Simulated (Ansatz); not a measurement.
**A geometry optimisation of C2H5AlBrCl with PBE0-D3(BJ)/def2-SVP**

The starting geometry of this gas-phase singlet was optimised with GFN2-xTB.

```yaml
atoms:
  - { symbol: C, position_ang: [-0.8762, -2.0041, 0.6214] }
  - { symbol: C, position_ang: [-1.6665, 1.2434, -1.0777] }
  - { symbol: Al, position_ang: [-0.9030, -0.5946, -0.7871] }
  - { symbol: Br, position_ang: [0.2939, -1.3161, -2.5919] }
  - { symbol: Cl, position_ang: [-2.2855, 0.9479, 0.6120] }
  - { symbol: H, position_ang: [0.1643, -2.2169, 0.8926] }
  - { symbol: H, position_ang: [-1.2567, -2.9392, 0.1959] }
  - { symbol: H, position_ang: [-1.4259, -1.8118, 1.5445] }
  - { symbol: H, position_ang: [-2.5427, 1.4498, -1.6992] }
  - { symbol: H, position_ang: [-1.0750, 2.1625, -1.0362] }
```

Task: Predict what it relaxes into with PBE0-D3(BJ)/def2-SVP.

Result: A bond breaks, leaving `[CH3][Al]([Br])[CH2]Cl`. Contacts that open: Al3–Cl5 (2.50 → 3.08 Å).

The energy falls by 0.54 eV over 8 steps:

| step | E − E(last) (eV) |
| --- | --- |
| 1 | 0.542 |
| 2 | 0.253 |
| 3 | 0.074 |
| 4 | 0.029 |
| 5 | 0.004 |
| 6 | 0.001 |
| 7 | 0.000 |
| 8 | 0.000 |

Final geometry (Å):

```json
{"atom": "C", "x (Å)": "-0.8626", "y (Å)": "-1.9883", "z (Å)": "0.5610"}
{"atom": "C", "x (Å)": "-1.6895", "y (Å)": "1.0809", "z (Å)": "-0.8552"}
{"atom": "Al", "x (Å)": "-0.8167", "y (Å)": "-0.6827", "z (Å)": "-0.8695"}
{"atom": "Br", "x (Å)": "0.3189", "y (Å)": "-1.1419", "z (Å)": "-2.7820"}
{"atom": "Cl", "x (Å)": "-2.4934", "y (Å)": "1.3500", "z (Å)": "0.7329"}
{"atom": "H", "x (Å)": "0.1544", "y (Å)": "-2.2038", "z (Å)": "0.9277"}
{"atom": "H", "x (Å)": "-1.2810", "y (Å)": "-2.9447", "z (Å)": "0.2066"}
{"atom": "H", "x (Å)": "-1.4694", "y (Å)": "-1.6318", "z (Å)": "1.4069"}
{"atom": "H", "x (Å)": "-2.4568", "y (Å)": "1.1775", "z (Å)": "-1.6396"}
{"atom": "H", "x (Å)": "-0.9770", "y (Å)": "1.9055", "z (Å)": "-1.0145"}
```

The end wasn't checked by frequencies. Run with Ansatz 0.2.0, 66 s on 2 threads of Intel(R) Xeon(R) Processor @ 2.50GHz (Skylake/Cascade Lake), on a shared host.
